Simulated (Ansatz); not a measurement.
GeHO (SMILES [OH+]=[Ge]) moved off its minimum; all values from Ansatz (an electronic-structure program), cores frozen in correlated methods.
(charge 1, multiplicity 1)
```xyz
3

O      0.24472     0.13400    -1.30132
Ge     0.17184    -0.05659     0.44566
H     -0.18574    -0.00219    -2.33718
```

Question: Give the forces (eV/Å), the total energy and the dipole at CCSD(T)/aug-cc-pVTZ.

Answer: 
```tsv
atom	Fx	Fy	Fz
O1	-1.803	-0.762	-2.144
Ge2	0.040	0.224	-2.332
H3	1.763	0.537	4.476
```
Energy -2150.9589 hartree.
